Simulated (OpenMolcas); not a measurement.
Levels of Sb⁺ by method

- Program: OpenMolcas
- Basis: ANO-RCC-VQZP [8s7p5d3f2g]
- Scalar Hamiltonian: DKH2, point nucleus
- Active space: 2 electrons in 9 orbitals (RAS2 5p; RAS3 5d 6s, at most 1 electron)
- State averaging: 2S+1 = 3 even, 3 roots; 2S+1 = 1 even, 6 roots; 2S+1 = 3 odd, 18 roots; 2S+1 = 1 odd, 18 roots
- Spin-orbit coupling: state interaction with AMFI integrals over the reference wave functions, term energies averaged over their components

Methods on the same reference wave functions:
A. RASSCF
B. SS-RASPT2, IPEA 0.25 Eh, imaginary shift 0.1 Eh (closed shells correlated: 4d 5s)
C. MS-RASPT2, IPEA 0.25 Eh, imaginary shift 0.1 Eh (closed shells correlated: 4d 5s)

Energies in cm-1 above 5s2 5p2 3P0, the measured ground level; measured values from NIST Handbook of Basic Atomic Spectroscopic Data.

```csv
Level,A,B,C,Measured
5s2 5p2 3P0,0.0,0.0,0.0,0.0
5s2 5p2 3P1,2436,2500,2500,3055
5s2 5p2 3P2,5100,4920,4920,5658
5s2 5p2 1D2,14178,11950,11950,12790
5s2 5p2 1S0,28311,26380,26380,23906
5s2 5p 6s 3P* 0,69604,69380,69380,69137
5s2 5p 6s 3P* 1,70152,69730,69740,69536
5s2 5p 6s 3P* 2,74786,74560,74560,75274
5s2 5p 6s 1P* 1,76700,75700,75640,75899
5s2 5p 5d 3F* 3,80686,81440,81440,77727
5s2 5p 5d 3F* 4,83618,84730,84730,81083
5s2 5p 5d 1D* 2 [75 %],83681,76840,76840,
5s2 5p 5d 3D* 1 [68 %],90467,84180,84190,
5s2 5p 5d 3P* 0,93659,89040,89040,
5s2 5p 5d 3D* 3,93792,87420,87420,
5s2 5p 5d 3P* 1 [69 %],93901,88840,88840,
5s2 5p 5d 1P* 1,108599,100280,100310,
5s2 5p 5d 1F* 3,109006,101170,101170,
```

Deviations, from unrounded energies. A percentage is the sum of absolute deviations over the sum of measured energies, with the sign that they share, or ± where signs differ.

| Against measurement | Levels | A | B | C |
| --- | --- | --- | --- | --- |
| mean absolute deviation (cm-1) | 10 | 1500 | 1300 | 1300 |
| fine structure of the ground term (%) | 2 | -13.5 | -14.8 | -14.8 |
| other terms of the ground configuration (%) | 2 | +15.8 | ±9.0 | ±9.0 |
| other configurations (%) | 6 | ±1.8 | ±1.9 | ±2.0 |

B, C lie about equally close to measurement and A furthest from it. The largest miss of B in the table is 5s2 5p 5d 3F* 3, by +3700 cm-1. The ranking rests on the paired levels alone, and a cruder setting can come out closer through cancelling errors.

Between B and C the level of the table that moves most is 5s2 5p 6s 1P* 1, by 54 cm-1 (lowest in C, highest in B). Moves below CASPT2's spread within the term are not significant.

The two smallest mean deviations differ by little beside CASPT2's spread within terms, so their order carries little weight.

From A to B the spin-free energies of the other terms of 5s2 5p2 shown, above 3P, scale by factors of 0.73 to 0.91.

The lowest spin-free term lies below A's lowest term by 0.515 hartree in B, 0.515 hartree in C.

Term energies are means over components that CASPT2 splits; among the terms shown or strongly mixed into the levels shown the widest spread is 250 cm-1 (5s2 5p 5d 1F*, C). Over all roots computed the reference weight is 0.86 to 0.92 in B, 0.86 to 0.92 in C; the roots of lowest weight are the least certain, and an intruder state may touch them. ANO sets are built for valence states and can reach diffuse excited orbitals poorly, and with the s shell closed the s pⁿ⁺¹ terms that mix with these levels are absent. With the s shell closed, the reference lacks s² → p² mixing. Some terms miss by over 15 % even with CASPT2, which points to a basis or an active space too small for the shells correlated (holds for B; C). Measured partners are found by configuration, term and J. A level has none where our copy of the source lacks it or the pairing is in doubt (some pairs that miss far off the trend of their configuration count as doubtful), and it then counts in no deviation. Levels of configurations outside the active space are missing. The table leaves out levels that lie high or whose names do not pair safely across all columns.

A share in square brackets marks a mixed level and gives the weight of the term that names it, the lowest over the columns. * marks odd parity.
